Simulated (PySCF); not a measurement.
Species: o-xylene, C₈H₁₀.
Z-matrix (Å and degrees, PBE0-D3(BJ)/def2-SVP geometry), rows numbered from 1:
```
C 
C   1  1.5005
C   2  1.3978  1  120.54
C   3  1.3936  2  121.51  1   179.95
C   4  1.3915  3  119.51  2     0.04
C   5  1.3937  4  119.52  3    -0.03
C   6  1.3977  5  121.51  4     0.02
C   7  1.5005  2  120.49  1    -0.02
H   1  1.1024  2  111.59  3  -120.39
H   1  1.0987  2  111.31  3     0.09
H   1  1.1025  2  111.61  3   120.59
H   3  1.0937  2  118.87  1    -0.04
H   4  1.0926  3  120.03  2  -179.99
H   5  1.0926  4  120.46  3   179.98
H   6  1.0937  5  119.60  4  -179.98
H   8  1.1024  7  111.58  2   -59.58
H   8  1.0987  7  111.34  2   179.93
H   8  1.1024  7  111.59  2    59.43
```

Computed with PySCF at wB97X-D/def2-SVPD, non-relativistic, on one gas-phase PBE0-D3(BJ)/def2-SVP geometry that isn't relaxed in the solvent. The solvent is an IEF-PCM continuum (Bondi radii, 1.10 Å for H, scaled by 1.2), and excitations are vertical TDDFT with non-equilibrium linear response and a frozen core. Only the electrostatic response of the medium enters.

Gas-phase singlets (H = HOMO, L = LUMO):

```json
{"state": "S1", "E (eV)": "5.369", "λ (nm)": "231", "f": "0.002", "leading configuration": "H→L+1 56%"}
{"state": "S2", "E (eV)": "6.040", "λ (nm)": "205", "f": "0.019", "leading configuration": "H→L 64%"}
{"state": "S3", "E (eV)": "6.914", "λ (nm)": "179", "f": "0.521", "leading configuration": "H-1→L+1 62%"}
{"state": "S4", "E (eV)": "6.957", "λ (nm)": "178", "f": "0.784", "leading configuration": "H-1→L 55%"}
{"state": "S5", "E (eV)": "7.050", "λ (nm)": "176", "f": "0.007", "leading configuration": "H→L+2 85%"}
```

Q: How does the list change in chloroform (ε = 4.711)?

A: 
```json
{"state": "S1", "E (eV)": "5.368", "λ (nm)": "231", "f": "0.003", "leading configuration": "H→L+1 57%", "change by rank (eV)": "-0.001"}
{"state": "S2", "E (eV)": "5.998", "λ (nm)": "207", "f": "0.032", "leading configuration": "H→L 66%", "change by rank (eV)": "-0.042"}
{"state": "S3", "E (eV)": "6.721", "λ (nm)": "184", "f": "0.665", "leading configuration": "H-1→L+1 65%", "change by rank (eV)": "-0.193"}
{"state": "S4", "E (eV)": "6.744", "λ (nm)": "184", "f": "0.979", "leading configuration": "H-1→L 56%", "change by rank (eV)": "-0.213"}
{"state": "S5", "E (eV)": "7.032", "λ (nm)": "176", "f": "0.008", "leading configuration": "H→L+2 84%", "change by rank (eV)": "-0.018"}
```

Q: How does the list change in dichloromethane (ε = 8.93)?

A: 
| state | E (eV) | λ (nm) | f | leading configuration | change by rank (eV) |
| --- | --- | --- | --- | --- | --- |
| S1 | 5.370 | 231 | 0.004 | H→L+1 57% | +0.001 |
| S2 | 6.001 | 207 | 0.032 | H→L 67% | -0.039 |
| S3 | 6.730 | 184 | 0.657 | H-1→L+1 65% | -0.184 |
| S4 | 6.753 | 184 | 0.971 | H-1→L 56% | -0.204 |
| S5 | 7.027 | 176 | 0.008 | H→L+2 85% | -0.023 |

Q: The ground-state energy changes by -0.112 eV from gas to dichloromethane. By how much does the total energy of gas-phase S2 change?

A: E(S2) = E(S0) + excitation energy, so it changes by -0.112 − 0.039 = -0.151 eV: it is lowered more than the ground state, which is what a red shift means. This is the vertical state, with the slow part of the continuum still set for S0.

Q: How do the frontier levels move from gas to dichloromethane?

A: 
```tsv
orbital	gas (eV)	solvent (eV)	change (eV)
LUMO+2	2.38	2.47	+0.09
LUMO+1	1.68	1.62	-0.06
LUMO	1.66	1.61	-0.05
HOMO	-8.53	-8.57	-0.04
HOMO-1	-8.80	-8.88	-0.08
HOMO-2	-11.32	-11.29	+0.03
HOMO-3	-11.35	-11.31	+0.04
```

The HOMO–LUMO gap goes from 10.18 to 10.18 eV. Rows go by rank; for HOMO-3 and HOMO-2 the atom shares or the degeneracy differ between the runs, so the row needn't follow one orbital.

wB97X-D is run here without its empirical dispersion term; that term would change no orbital, density or response property at a fixed geometry.
